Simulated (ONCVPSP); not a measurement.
## Plane-wave convergence, ONCV potential for arsenic

```json
{
 "Element": "As",
 "Generator": "ONCVPSP 4.0.1",
 "Type": "optimised norm-conserving Vanderbilt (ONCV)",
 "Functional": "LDA (Perdew-Zunger)",
 "Relativity": "scalar-relativistic",
 "Frozen core": "[Ar] 3d10",
 "Valence charge": "5",
 "Reference configuration": "4s2 4p3",
 "Partial waves": "4s: rc 1.20 bohr, ncon 3, nbas 6, qcut 4.4 1/bohr, 1 projector; 4p: rc 1.55 bohr, ncon 3, nbas 8, qcut 6.2 1/bohr, 1 projector; d scattering state at 0.16 Ha: rc 1.35 bohr, ncon 3, nbas 7, qcut 7 1/bohr, 3 projectors, debl 2.4 Ha",
 "Local potential": "polynomial inside 0.80 bohr (lpopt 5, dvloc0 3 Ha)",
 "Core correction": "polynomial model core, fcfact 0.2"
}
```

For each optimised wave give the share of its norm inside rc, the residual kinetic energy above qcut (Ha) and the cutoffs (Ha) for errors of 10, 1, 0.1 and 0.01 mHa per electron.

```json
{"wave": "4s", "norm inside rc": "0.126", "residual KE": "8.5e-03", "10 mHa": "7.7", "1 mHa": "65.2", "0.1 mHa": "82.7", "0.01 mHa": "not reached"}
{"wave": "4p", "norm inside rc": "0.157", "residual KE": "5.0e-06", "10 mHa": "2.7", "1 mHa": "9.5", "0.1 mHa": "12.9", "0.01 mHa": "16.4"}
{"wave": "d projector 1", "norm inside rc": "0.012", "residual KE": "5.2e-03", "10 mHa": "21.6", "1 mHa": "72.9", "0.1 mHa": "122.9", "0.01 mHa": "162.4"}
{"wave": "d projector 2", "norm inside rc": "0.131", "residual KE": "1.0e-01", "10 mHa": "140.5", "1 mHa": "169.5", "0.1 mHa": "219.8", "0.01 mHa": "not reached"}
{"wave": "d projector 3", "norm inside rc": "0.116", "residual KE": "3.1e-01", "10 mHa": "181.3", "1 mHa": "216.9", "0.1 mHa": "282.6", "0.01 mHa": "not reached"}
```

The occupied waves need 65 Ha and 83 Ha for 1 and 0.1 mHa. The cutoffs count occupied waves only; projector 3 of the d channel, the hardest unoccupied one, needs 217 Ha at the loose tolerance. Note: ghosts flagged at negative energy: s at -151.7 eV, d at -40.8 eV; no localised positive-energy state flagged. A true bound ghost makes a file unfit for plane-wave use.
